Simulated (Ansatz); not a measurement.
CH9GeNSi, SMILES `[CH3][GeH]([NH2])[SiH3]`, charge 0, multiplicity 1.

(1) Give a relaxed structure at PBE0-D4/def2-TZVP (the Gaussian-basis code of Ansatz). (An estimate is asked.)

Results:

(1) Ansatz gave: 
Z-matrix (Å, degrees):
```
C
Ge 1 1.952
H 1 1.091 2 109.4
H 1 1.091 2 110.4 3 -119.6
H 1 1.091 2 110.7 3 120.3
N 2 1.854 1 106.6 3 55.1
Si 2 2.397 1 111.2 3 178.5
H 2 1.544 1 110.9 3 -58.9
H 6 1.011 2 113.5 1 -168.9
H 6 1.012 2 113.6 1 67.6
H 7 1.490 2 109.6 1 -60.5
H 7 1.490 2 112.2 1 59.6
H 7 1.489 2 110.6 1 -179.4
```
This is one stationary point; other conformers may exist.
